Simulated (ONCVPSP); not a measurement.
## Ranking ONCV potentials for Li (Z = 3)

All share these settings but for the change named:

Li, optimised norm-conserving Vanderbilt (ONCV), made with ONCVPSP 4.0.1 (BLYP, scalar-relativistic). Core none, reference 1s2 2s1. Waves: 1s+2s: rc 0.90 bohr, ncon 4, nbas 8, qcut 12.1 1/bohr, 2 projectors; p scattering state at 0.05 Ha: rc 0.95 bohr, ncon 4, nbas 7, qcut 10.4 1/bohr, 1 projector. Local part: polynomial inside 0.90 bohr (lpopt 3, dvloc0 2 Ha). Core correction: none.

Cutoff: the first of the cutoffs (Ha) at which the residual kinetic energy of the hardest occupied pseudo-wave falls to 1 and 0.1 mHa per electron; the density cutoff is not measured.

The base gives 55 Ha.

Of 10 variants that were run, those that failed, showed a ghost or another fault, or gave nearly equal values are left out.

A variant can come out equal or close to the base.

**Question.** Rank these variants from softest to hardest (loose cutoff).
A. s: ncon 5, nbas 9
B. s: rc 1.32
C. all radii scaled by about 1.09 (s 0.98, p 1.04 bohr); local potential polynomial inside 0.98 bohr (lpopt 3, dvloc0 2 Ha)

**Answer.** B (40 Ha), C (52 Ha), A (60 Ha).
